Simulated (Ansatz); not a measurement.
Ansatz (an electronic-structure program) input file for C2H7Sb, SMILES [CH3][SbH][CH3], PBE0-D3(BJ)/def2-SVP. 

Ansatz 0.2 input:
```yaml
crystal:
  periodic: [false, false, false]
  atoms:
    - {symbol: Sb, position_ang: [-0.16118855, -0.22725453, 0.29053030]}
    - {symbol: H, position_ang: [-0.85023051, -1.23384722, -0.90844002]}
    - {symbol: C, position_ang: [-0.82489328, 1.56187387, -0.72968697]}
    - {symbol: H, position_ang: [-0.57675147, 1.50069186, -1.78321915]}
    - {symbol: H, position_ang: [-0.33608178, 2.42772592, -0.29673378]}
    - {symbol: H, position_ang: [-1.89710401, 1.67554165, -0.61913007]}
    - {symbol: C, position_ang: [1.76061490, -0.23884509, -0.70393808]}
    - {symbol: H, position_ang: [1.63316965, -0.02757160, -1.75993808]}
    - {symbol: H, position_ang: [2.23204457, -1.20768769, -0.58548908]}
    - {symbol: H, position_ang: [2.40124016, 0.51695568, -0.26234498]}
basis:
  gaussian:
    orbitals: def2-SVP
hamiltonian:
  xc: pbe0
  dispersion: d3bj
relax: {f_tol: 0.002, max_steps: 200}
```

Program output:

```
WARN ansatz: RAYON_NUM_THREADS=1 ignored (pool sized by the plan → 1); use --threads N
Functional definition: PBE0
integrals: 0.04 GiB planned
1078 factors; integrals over basis functions are off by at most 4.0e-4 eV
mean field: 0.34 GiB planned
mean field evaluation 1: about -8712.9062 eV, gradient 5.7e1 eV
mean field evaluation 2: about -8706.3170 eV, gradient 7.1e1 eV
mean field evaluation 4: about -8721.1557 eV, gradient 1.3e0 eV
mean field evaluation 8: about -8721.1868 eV, gradient 1.6e-2 eV
mean field -8721.18683836 eV, -320.4977048771 hartree, gradient 7.6e-6 eV, S^2 0.000000; 0 other end points of the search recorded, 0 dependent functions left out
the calculation of the forces begins
reference -8721.18686476 eV, -320.4977058472 hartree; 21, 21 occupied and 68, 68 virtual orbitals, 1078 factors
relax step   1: F+E_penalty+E_count = -8721.36157843 eV  Δ(F+E_penalty+E_count) = +0.000e0 eV  max|allowed force component| = 5.354e-1 eV/Å  Δτ_max = 0.0000 Å  (25 SCF iters, accepted)
these checks for a lower state are left out or cut short: starts, cluster_reference, orbital_swaps, neighbouring_geometries, increment
integrals: 0.04 GiB planned
1078 factors; integrals over basis functions are off by at most 4.2e-4 eV
mean field: 0.34 GiB planned
mean field evaluation 16: about -8721.1584 eV, gradient 3.3e0 eV
mean field -8721.20668648 eV, -320.4984342818 hartree, gradient 1.7e-5 eV, S^2 0.000000; 0 other end points of the search recorded, 0 dependent functions left out
the calculation of the forces begins
reference -8721.20671345 eV, -320.4984352731 hartree; 21, 21 occupied and 68, 68 virtual orbitals, 1078 factors
relax step   2: F+E_penalty+E_count = -8721.37892863 eV  Δ(F+E_penalty+E_count) = -1.735e-2 eV  max|allowed force component| = 2.602e-1 eV/Å  Δτ_max = 0.1046 Å  (27 SCF iters, accepted)
these checks for a lower state are left out or cut short: starts, cluster_reference, orbital_swaps, neighbouring_geometries, increment
integrals: 0.04 GiB planned
1078 factors; integrals over basis functions are off by at most 4.3e-4 eV
mean field: 0.34 GiB planned
mean field -8721.21724801 eV, -320.4988224110 hartree, gradient 1.8e-5 eV, S^2 0.000000; 0 other end points of the search recorded, 0 dependent functions left out
the calculation of the forces begins
reference -8721.21727475 eV, -320.4988233937 hartree; 21, 21 occupied and 68, 68 virtual orbitals, 1078 factors
relax step   3: F+E_penalty+E_count = -8721.39025109 eV  Δ(F+E_penalty+E_count) = -1.132e-2 eV  max|allowed force component| = 1.196e-1 eV/Å  Δτ_max = 0.0488 Å  (28 SCF iters, accepted)
these checks for a lower state are left out or cut short: starts, cluster_reference, orbital_swaps, neighbouring_geometries, increment
integrals: 0.04 GiB planned
1078 factors; integrals over basis functions are off by at most 4.3e-4 eV
mean field: 0.34 GiB planned
mean field evaluation 32: about -8721.2184 eV, gradient 1.2e-1 eV
mean field -8721.21848191 eV, -320.4988677560 hartree, gradient 1.7e-5 eV, S^2 0.000000; 0 other end points of the search recorded, 0 dependent functions left out
the calculation of the forces begins
reference -8721.21850859 eV, -320.4988687363 hartree; 21, 21 occupied and 68, 68 virtual orbitals, 1078 factors
relax step   4: F+E_penalty+E_count = -8721.39172720 eV  Δ(F+E_penalty+E_count) = -1.476e-3 eV  max|allowed force component| = 3.067e-2 eV/Å  Δτ_max = 0.0247 Å  (28 SCF iters, accepted)
these checks for a lower state are left out or cut short: starts, cluster_reference, orbital_swaps, neighbouring_geometries, increment
integrals: 0.04 GiB planned
1078 factors; integrals over basis functions are off by at most 4.3e-4 eV
mean field: 0.34 GiB planned
mean field -8721.21860068 eV, -320.4988721206 hartree, gradient 6.9e-5 eV, S^2 0.000000; 0 other end points of the search recorded, 0 dependent functions left out
the calculation of the forces begins
reference -8721.21862736 eV, -320.4988731012 hartree; 21, 21 occupied and 68, 68 virtual orbitals, 1078 factors
relax step   5: F+E_penalty+E_count = -8721.39179645 eV  Δ(F+E_penalty+E_count) = -6.925e-5 eV  max|allowed force component| = 1.300e-2 eV/Å  Δτ_max = 0.0026 Å  (19 SCF iters, accepted)
these checks for a lower state are left out or cut short: starts, cluster_reference, orbital_swaps, neighbouring_geometries, increment
integrals: 0.04 GiB planned
1078 factors; integrals over basis functions are off by at most 4.3e-4 eV
mean field: 0.34 GiB planned
mean field -8721.21862888 eV, -320.4988731569 hartree, gradient 4.5e-5 eV, S^2 0.000000; 0 other end points of the search recorded, 0 dependent functions left out
the calculation of the forces begins
reference -8721.21865556 eV, -320.4988741376 hartree; 21, 21 occupied and 68, 68 virtual orbitals, 1078 factors
relax step   6: F+E_penalty+E_count = -8721.39180657 eV  Δ(F+E_penalty+E_count) = -1.012e-5 eV  max|allowed force component| = 3.148e-3 eV/Å  Δτ_max = 0.0020 Å  (19 SCF iters, accepted)
these checks for a lower state are left out or cut short: starts, cluster_reference, orbital_swaps, neighbouring_geometries, increment
integrals: 0.04 GiB planned
1078 factors; integrals over basis functions are off by at most 4.3e-4 eV
mean field: 0.34 GiB planned
mean field -8721.21862909 eV, -320.4988731649 hartree, gradient 2.0e-5 eV, S^2 0.000000; 0 other end points of the search recorded, 0 dependent functions left out
the calculation of the forces begins
reference -8721.21865578 eV, -320.4988741456 hartree; 21, 21 occupied and 68, 68 virtual orbitals, 1078 factors
relax step   7: F+E_penalty+E_count = -8721.39180733 eV  Δ(F+E_penalty+E_count) = -7.524e-7 eV  max|allowed force component| = 2.560e-4 eV/Å  Δτ_max = 0.0009 Å  (18 SCF iters, accepted)
integrals: 0.04 GiB planned
1078 factors; integrals over basis functions are off by at most 4.3e-4 eV
mean field: 0.34 GiB planned
mean field evaluation 64: about -8721.2186 eV, gradient 1.4e-5 eV
mean field -8721.21862909 eV, -320.4988731649 hartree, gradient 2.0e-5 eV, S^2 0.000000; 1 other end points of the search recorded, 0 dependent functions left out
the calculation of the forces begins
reference -8721.21865578 eV, -320.4988741456 hartree; 21, 21 occupied and 68, 68 virtual orbitals, 1078 factors
Total energy: -8721.39183401 eV, -320.5052383282 hartree
Atom 0 at    -0.161234    -0.227795     0.268164 Å, force    -0.000127    -0.000108     0.000035 eV/Å
Atom 1 at    -0.876242    -1.269488    -0.900988 Å, force     0.000072     0.000216     0.000048 eV/Å
Atom 2 at    -0.841289     1.578071    -0.733201 Å, force    -0.000151     0.000231    -0.000090 eV/Å
Atom 3 at    -0.607844     1.539002    -1.805811 Å, force    -0.000065    -0.000179     0.000099 eV/Å
Atom 4 at    -0.340233     2.446141    -0.281466 Å, force    -0.000133     0.000016     0.000054 eV/Å
Atom 5 at    -1.926399     1.689751    -0.598545 Å, force     0.000057     0.000102    -0.000060 eV/Å
Atom 6 at     1.781023    -0.250025    -0.708303 Å, force     0.000066    -0.000256    -0.000074 eV/Å
Atom 7 at     1.677319    -0.053745    -1.784049 Å, force     0.000026     0.000013     0.000019 eV/Å
Atom 8 at     2.259097    -1.228412    -0.559126 Å, force     0.000251    -0.000177    -0.000064 eV/Å
Atom 9 at     2.416620     0.524083    -0.255064 Å, force     0.000005     0.000141     0.000032 eV/Å
Dipole moment:     0.075706     0.107563    -0.075529 e Å
```

The run converged.
